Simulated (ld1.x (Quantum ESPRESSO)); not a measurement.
**Transferability test, TM potential for Tl (Z = 81)**

thallium, norm-conserving Troullier–Martins (Kleinman–Bylander form), made with ld1.x (Quantum ESPRESSO) 7.5 (revPBE, fully relativistic). Core [Xe] 4f14 5d10, reference 6s2 6p1. Waves: 6p (bound): rc 2.10 bohr; 6d channel at -0.15 Ry: rc 1.70 bohr; 6s (bound): rc 2.20 bohr. Local part: the s channel. Core correction: a·sin(br)/r model core inside 0.85 bohr.

Open shells are filled in proportion to 2j + 1 (rel_dist='average').

Energies are relative to the spin-unpolarised reference configuration 6s2 6p1; without spin polarisation the order of configurations can differ from experiment.

```json
{"valence configuration": "6s2 6p0", "charge": "+1", "ΔE all-electron (eV)": "5.179", "error AE − PS (meV)": "-31"}
{"valence configuration": "6s1 6p0", "charge": "+2", "ΔE all-electron (eV)": "25.836", "error AE − PS (meV)": "-413"}
{"valence configuration": "6s0 6p3", "charge": "0", "ΔE all-electron (eV)": "14.948", "error AE − PS (meV)": "-176"}
{"valence configuration": "6s1 6p2", "charge": "0", "ΔE all-electron (eV)": "7.289", "error AE − PS (meV)": "-45"}
{"valence configuration": "6s1 6p1", "charge": "+1", "ΔE all-electron (eV)": "13.332", "error AE − PS (meV)": "-131"}
```

What are ΔE and the potential's error for 6s2 6p1.3?

ΔE = -0.497 eV all-electron; the error (AE − PS) is -0.7 meV.

What are ΔE and the potential's error for 6s2 6p0.5?

ΔE = 1.856 eV all-electron; the error (AE − PS) is -5.3 meV.

Levels in the configuration 6s0 6p3:

```
   level  all-electron (eV)  pseudo (eV)
6p j=1/2             -4.784       -4.880
6p j=3/2             -3.458       -3.503
```

Note: ghost states, extra bound levels that the all-electron valence spectrum of the same l lacks: d3/2 at -16.1 eV, d5/2 at -14.1 eV. A true bound ghost makes a file unfit for plane-wave use.
